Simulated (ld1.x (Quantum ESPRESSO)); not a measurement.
## Transferability test, TM potential for P (Z = 15)

* Element: P (Z = 15)
* Generator: ld1.x (Quantum ESPRESSO) 7.5
* Type: norm-conserving Troullier–Martins (Kleinman–Bylander form)
* Functional: PW91
* Relativity: non-relativistic
* Frozen core: [Ne]
* Valence charge: 5
* Reference configuration: 3s2 3p2 (charge +1)
* Partial waves: 3p (bound): rc 1.50 bohr; 3s (bound): rc 2.20 bohr
* Local potential: the s channel
* Core correction: none

Energies are relative to the spin-unpolarised reference configuration 3s2 3p2; without spin polarisation the order of configurations can differ from experiment.

```tsv
valence configuration	charge	ΔE all-electron (eV)	error AE − PS (meV)
3s2 3p3	0	-9.788	+10
3s2 3p1	+2	19.219	+22
3s2 3p0	+3	49.051	+114
3s0 3p5	0	7.246	+16
3s1 3p0	+4	101.020	+226
3s2 3p2.5	+0.5	-5.986	+3.2
```

Task: What are ΔE and the potential's error for 3s1 3p3?

Result: ΔE = 9.029 eV all-electron; the error (AE − PS) is -1.6 meV.

ld1.x printed “convergence not achieved” for 6 of the counted tests; their residual had stalled under 1e-8, short of the target of 1e-14.
